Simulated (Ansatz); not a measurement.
`O[SiH2]O[SiH](Cl)Cl` + `C[Si]Cl` → `Cl[SiH2]O[SiH](Cl)Cl` + `C[Si]O`  (redistribution)

Gas-phase electronic energies from Ansatz, PBE0-D4/def2-TZVP geometries. CCSD(T)/CBS is the MP2 limit (def2-TZVPP, def2-QZVPP) plus CCSD(T) − MP2 in def2-TZVPP, frozen cores. This one scheme is used for every species. Each species was taken in one conformer, which may not be the lowest.

| species | MP2/def2-TZVPP energy (Eh) |
| --- | --- |
| `O[SiH2]O[SiH](Cl)Cl` | -1650.40037 |
| `C[Si]Cl` | -788.56248 |
| `Cl[SiH2]O[SiH](Cl)Cl` | -2034.37717 |
| `C[Si]O` | -404.58298 |

Task: Work out ΔE.

Result: ΔE = (-2034.37717) + (-404.58298) − (-1650.40037) − (-788.56248) = 0.00270 Eh = +1.7 kcal/mol. CCSD(T)/CBS gives +2.0 kcal/mol.

Largest T1 diagnostic among the species: 0.014.

In def2-TZVPP, CCSD(T) changes the Hartree–Fock value by −0.9 kcal/mol (the triples alone add −0.0 kcal/mol) and MP2 by −1.0 kcal/mol.
